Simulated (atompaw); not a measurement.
**Logarithmic derivatives: chromium (Cr), PAW (atompaw)**

- Element: Cr
- Generator: atompaw 4.2.0.5
- Type: PAW
- Functional: PBE
- Relativity: scalar-relativistic
- Frozen core: [Ne]
- Valence charge: 14
- Reference configuration: 3s2 3p6 3d5 4s1 4p0
- Partial waves: 3s (bound): rc 0.95 bohr; 4s (bound): rc 1.50 bohr; 3p (bound): rc 1.10 bohr; 4p (bound, empty): rc 1.50 bohr; 3d (bound): rc 1.40 bohr; 3d channel at 2.65 Ry: rc 1.40 bohr
- Local potential: troulliermartins scheme with l = 3 at 0 Ry, radius 1.45 bohr
- Core correction: smooth core density matched at 1.15 bohr
- Augmentation charge: sinc compensation charge, radius 1.35 bohr; PAW radius 1.50 bohr; waves and projectors: custom rrkj vanderbiltortho

The phase is arctan(r·u′/u) with u = r·R(r), unwrapped; energies in Ry, scanned from -7 to 5 Ry. A pole is an energy at which the radial function vanishes at the test radius. The pseudo phase is shifted by a multiple of π to meet the all-electron one at the reference energy, and phase errors are pseudo minus all-electron; the curves can meet again beyond the range given. Levels narrower than the energy grid can be missing from the lists of poles.

Problem. For each channel, where are the poles, and over which energies does the pseudopotential scatter like the atom?

Solution.

```
channel  radius (bohr)  reference energy (Ry)  poles, all-electron  poles, pseudo  unbroken range about the reference energy with phases within 0.05 rad  phase error 1 Ry above the reference energy (rad)
      s           1.50                  -0.29                -4.43          -4.43                                                              below 3.8                                             -0.000
      p           1.50                  -0.07                -2.06          -2.07                                                              below 4.3                                             -0.000
      d           1.50                  -0.21                 1.54           1.54                                                        the whole range                                             +0.000
```

Phases in the p channel:

```tsv
E (Ry)	all-electron	pseudo
-7.00	1.224	1.221
-6.76	1.208	1.205
-6.52	1.190	1.187
-6.28	1.169	1.166
-6.04	1.143	1.140
-5.80	1.111	1.109
-5.56	1.072	1.069
-5.32	1.020	1.017
-5.08	0.950	0.947
-4.84	0.851	0.848
-4.60	0.700	0.697
-4.36	0.461	0.457
-4.12	0.082	0.080
-3.88	-0.401	-0.402
-3.64	-0.817	-0.817
-3.40	-1.089	-1.089
-3.16	-1.259	-1.259
-2.92	-1.371	-1.371
-2.68	-1.448	-1.448
-2.44	-1.506	-1.506
-2.20	-1.550	-1.550
-1.96	-1.585	-1.586
-1.72	-1.615	-1.615
-1.48	-1.640	-1.641
-1.24	-1.663	-1.663
-1.00	-1.683	-1.683
-0.76	-1.701	-1.701
-0.52	-1.718	-1.718
-0.28	-1.734	-1.734
-0.04	-1.750	-1.750
0.20	-1.765	-1.765
0.44	-1.780	-1.780
0.68	-1.795	-1.795
0.92	-1.810	-1.810
1.16	-1.826	-1.826
1.40	-1.842	-1.843
1.64	-1.859	-1.860
1.88	-1.877	-1.878
2.12	-1.895	-1.898
2.36	-1.916	-1.920
2.60	-1.938	-1.943
2.84	-1.962	-1.970
3.08	-1.989	-1.999
3.32	-2.019	-2.032
3.56	-2.052	-2.071
3.80	-2.090	-2.115
4.04	-2.134	-2.168
4.28	-2.184	-2.231
4.52	-2.243	-2.308
4.76	-2.312	-2.401
5.00	-2.395	-2.517
```
